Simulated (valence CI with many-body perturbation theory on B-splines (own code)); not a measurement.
## E1 line list for Kr30+

Level of theory: configuration interaction combined with many-body perturbation theory (CI+MBPT): four valence electrons over a frozen Dirac-Fock core [He], a basis of 11 s, 11 p, 10 d, 8 f, 5 g, 2 h functions for each j, with the one-electron correlation potential Σ1 (screened to all orders), the two-electron term Σ2, the three-electron term Σ3, Breit, model QED; selected single and double excitations, second order for the rest, scaled by the run's own slope (own B-spline code, finite nucleus).

The last digits are not significant, and no measured levels were compared; by estimate large intervals hold to a few tenths of a per cent, small ones and those within an open d or f shell to about a per cent. Among the levels kept, up to 1100 cm⁻¹ of a level comes from second order outside the variational space, and about a tenth of that is noise between levels of different J, which matters for small intervals.

Lines 151 to 200 of 540 in falling wavelength, among levels below 2431.0 eV, chosen from the strongest by gf and those to the six lowest levels. Wavelengths and rates use the calculated energies. Electric multipoles are in the length gauge, E1 and E2 with the static RPA response of the core. Weak lines are less certain than strong ones. Lines between different terms over intervals too small for the method are left out, as are lines whose strength nearly cancels. Where a level lies close to another of its J and parity, the split of strength between their lines is uncertain. The highest levels of a list are the least certain.

Levels are named by their leading jj configuration (3d3/2^4 stands for four electrons in 3d with j = 3/2), which in mixed levels can hold well under half, so a name can repeat and another be missing. Letters in brackets count levels of one name in rising energy.

| λ vac (Å) | Upper | Lower | A (s⁻¹) | S (a.u.) with core polarisation | S without |
| --- | --- | --- | --- | --- | --- |
| 82.39 | (2s 2p3/2^2 3p3/2) J=4 | (2s^2 2p3/2 3p3/2) J=3 | 1.14e+10 | 2.84e-02 | 2.85e-02 |
| 82.17 | (2s 2p1/2 2p3/2^2) J=1 [b] | (2s^2 2p3/2^2) J=2 | 3.03e+09 | 2.49e-03 | 2.50e-03 |
| 81.50 | (2s 2p3/2^2 3p1/2) J=3 | (2s^2 2p3/2 3p1/2) J=2 | 1.29e+10 | 2.42e-02 | 2.42e-02 |
| 79.56 | (2s 2p1/2 2p3/2^2) J=2 [a] | (2s^2 2p1/2 2p3/2) J=1 | 2.18e+10 | 2.71e-02 | 2.72e-02 |
| 79.40 | (2p1/2^2 2p3/2^2) J=2 | (2s 2p1/2 2p3/2^2) J=3 | 3.96e+10 | 4.89e-02 | 4.91e-02 |
| 77.94 | (2p1/2^2 2p3/2 3d5/2) J=4 | (2s 2p1/2 2p3/2 3d5/2) J=4 [a] | 1.32e+10 | 2.77e-02 | 2.78e-02 |
| 76.92 | (2p1/2 2p3/2^2 3p3/2) J=3 [b] | (2s 2p1/2 2p3/2 3p3/2) J=2 [c] | 1.46e+10 | 2.29e-02 | 2.30e-02 |
| 76.59 | (2s 2p1/2 2p3/2^2) J=3 | (2s^2 2p1/2 2p3/2) J=2 | 1.41e+10 | 2.19e-02 | 2.20e-02 |
| 76.43 | (2p1/2 2p3/2^2 3p1/2) J=2 [b] | (2s 2p1/2 2p3/2 3p1/2) J=1 [c] | 1.91e+10 | 2.10e-02 | 2.11e-02 |
| 75.67 | (2p1/2 2p3/2^2 3p3/2) J=4 | (2s 2p1/2 2p3/2 3p3/2) J=3 [c] | 2.01e+10 | 3.88e-02 | 3.89e-02 |
| 75.51 | (2s 2p3/2^2 3p3/2) J=2 [a] | (2s^2 2p3/2 3p3/2) J=1 | 2.08e+10 | 2.21e-02 | 2.22e-02 |
| 75.18 | (2p1/2 2p3/2^3) J=1 | (2s 2p1/2 2p3/2^2) J=1 [b] | 5.06e+10 | 3.18e-02 | 3.19e-02 |
| 74.82 | (2p1/2 2p3/2^2 3s) J=3 | (2s 2p1/2 2p3/2 3s) J=2 [c] | 2.44e+10 | 3.54e-02 | 3.55e-02 |
| 74.25 | (2p1/2 2p3/2^2 3p1/2) J=3 | (2s 2p1/2 2p3/2 3p1/2) J=2 [c] | 2.12e+10 | 3.00e-02 | 3.00e-02 |
| 71.94 | (2p1/2^2 2p3/2^2) J=2 | (2s 2p1/2 2p3/2^2) J=2 [a] | 2.62e+10 | 2.41e-02 | 2.42e-02 |
| 70.46 | (2s 2p1/2 2p3/2 3d5/2) J=4 [c] | (2s^2 2p1/2 3d5/2) J=3 | 3.30e+10 | 5.12e-02 | 5.14e-02 |
| 69.89 | (2s 2p1/2 2p3/2 3p3/2) J=3 [c] | (2s^2 2p1/2 3p3/2) J=2 | 4.34e+10 | 5.12e-02 | 5.13e-02 |
| 69.71 | (2s 2p3/2^2 3d5/2) J=4 [b] | (2s^2 2p3/2 3d5/2) J=3 | 1.26e+10 | 1.89e-02 | 1.90e-02 |
| 69.64 | (2s 2p1/2 2p3/2 3d5/2) J=3 [c] | (2s^2 2p1/2 3d5/2) J=2 | 3.24e+10 | 3.78e-02 | 3.80e-02 |
| 68.83 | (2s 2p1/2 2p3/2 3d3/2) J=3 [c] | (2s^2 2p1/2 3d3/2) J=2 | 3.51e+10 | 3.95e-02 | 3.97e-02 |
| 68.44 | (2p3/2^4) J=0 | (2s 2p3/2^3) J=1 | 2.19e+11 | 3.46e-02 | 3.47e-02 |
| 68.42 | (2s 2p1/2 2p3/2 3p3/2) J=2 [c] | (2s^2 2p1/2 3p3/2) J=1 | 4.26e+10 | 3.37e-02 | 3.38e-02 |
| 68.25 | (2s 2p1/2 2p3/2 3p1/2) J=2 [c] | (2s^2 2p1/2 3p1/2) J=1 | 4.83e+10 | 3.79e-02 | 3.80e-02 |
| 67.90 | (2s 2p3/2^2 3p3/2) J=3 [b] | (2s^2 2p3/2 3p3/2) J=2 | 1.69e+10 | 1.83e-02 | 1.83e-02 |
| 67.83 | (2s 2p1/2 2p3/2 3d5/2) J=2 [c] | (2s^2 2p1/2 3d5/2) J=2 | 4.60e+10 | 3.55e-02 | 3.56e-02 |
| 67.78 | (2s 2p1/2 2p3/2 3s) J=2 [c] | (2s^2 2p1/2 3s) J=1 | 4.71e+10 | 3.62e-02 | 3.63e-02 |
| 67.43 | (2s 2p3/2^2 3d5/2) J=2 [b] | (2s^2 2p3/2 3d5/2) J=1 | 3.22e+10 | 2.44e-02 | 2.45e-02 |
| 67.16 | (2s 2p1/2 2p3/2 3d3/2) J=2 [d] | (2s^2 2p1/2 3d3/2) J=1 | 4.08e+10 | 3.05e-02 | 3.06e-02 |
| 67.05 | (2s 2p1/2 2p3/2 3d3/2) J=2 [c] | (2s^2 2p1/2 3d3/2) J=2 | 5.65e+10 | 4.20e-02 | 4.21e-02 |
| 66.84 | (2s 2p3/2^3) J=2 | (2s^2 2p3/2^2) J=2 | 8.50e+10 | 6.27e-02 | 6.28e-02 |
| 66.65 | (2s 2p1/2 2p3/2 3p1/2) J=1 [b] | (2s^2 2p1/2 3p1/2) J=1 | 7.59e+10 | 3.33e-02 | 3.34e-02 |
| 66.61 | (2s 2p1/2 2p3/2 3p1/2) J=1 [c] | (2s^2 2p1/2 3p1/2) J=0 | 5.73e+10 | 2.51e-02 | 2.51e-02 |
| 66.50 | (2s 2p1/2 2p3/2 3d5/2) J=1 [c] | (2s^2 2p1/2 3d5/2) J=2 | 4.48e+10 | 1.95e-02 | 1.96e-02 |
| 66.39 | (2s 2p1/2 2p3/2 3d5/2) J=3 [d] | (2s^2 2p1/2 3d5/2) J=3 | 5.86e+10 | 5.92e-02 | 5.94e-02 |
| 66.29 | (2s 2p1/2 2p3/2 3p3/2) J=1 [c] | (2s^2 2p1/2 3p3/2) J=1 | 5.60e+10 | 2.42e-02 | 2.42e-02 |
| 66.25 | (2s 2p3/2^2 3d5/2) J=3 [d] | (2s^2 2p3/2 3d5/2) J=3 | 7.15e+10 | 7.18e-02 | 7.21e-02 |
| 66.25 | (2s 2p1/2 2p3/2 3d5/2) J=3 [d] | (2s^2 2p1/2 3d5/2) J=2 | 1.89e+10 | 1.90e-02 | 1.91e-02 |
| 66.10 | (2p1/2^2 2p3/2^2) J=2 | (2s 2p1/2^2 2p3/2) J=1 | 2.76e+10 | 1.97e-02 | 1.97e-02 |
| 65.98 | (2s 2p1/2 2p3/2 3p3/2) J=2 [d] | (2s^2 2p1/2 3p3/2) J=2 | 6.46e+10 | 4.58e-02 | 4.59e-02 |
| 65.94 | (2p1/2 2p3/2^3) J=2 | (2s 2p1/2 2p3/2^2) J=2 [b] | 5.91e+10 | 4.18e-02 | 4.20e-02 |
| 65.55 | (2p1/2 2p3/2^2 3p3/2) J=3 [b] | (2s 2p1/2 2p3/2 3p3/2) J=3 [b] | 1.91e+10 | 1.86e-02 | 1.86e-02 |
| 65.33 | (2s 2p1/2^2 2p3/2) J=1 | (2s^2 2p1/2^2) J=0 | 5.90e+10 | 2.44e-02 | 2.44e-02 |
| 64.99 | (2s 2p1/2 2p3/2 3s) J=1 [c] | (2s^2 2p1/2 3s) J=1 | 7.23e+10 | 2.94e-02 | 2.95e-02 |
| 64.76 | (2s 2p1/2 2p3/2 3d5/2) J=2 [d] | (2s^2 2p1/2 3d5/2) J=3 | 1.03e+11 | 6.88e-02 | 6.90e-02 |
| 64.69 | (2s 2p1/2 2p3/2 3p3/2) J=1 [d] | (2s^2 2p1/2 3p3/2) J=2 | 1.02e+11 | 4.08e-02 | 4.09e-02 |
| 64.69 | (2s 2p1/2 2p3/2 3d3/2) J=1 [d] | (2s^2 2p1/2 3d3/2) J=2 | 6.08e+10 | 2.44e-02 | 2.44e-02 |
| 64.66 | (2s 2p3/2^2 3d5/2) J=3 [b] | (2s^2 2p3/2 3d3/2) J=3 | 4.16e+10 | 3.88e-02 | 3.89e-02 |
| 64.60 | (2p1/2 2p3/2^2 3p1/2) J=1 [b] | (2s 2p1/2 2p3/2 3p1/2) J=2 [c] | 4.68e+10 | 1.87e-02 | 1.87e-02 |
| 64.57 | (2p1/2^2 2p3/2 3d5/2) J=4 | (2s 2p1/2^2 3d5/2) J=3 | 2.36e+10 | 2.83e-02 | 2.84e-02 |
| 64.51 | (2p1/2 2p3/2^2 3s) J=1 [b] | (2s 2p1/2 2p3/2 3s) J=2 [c] | 7.87e+10 | 3.13e-02 | 3.14e-02 |
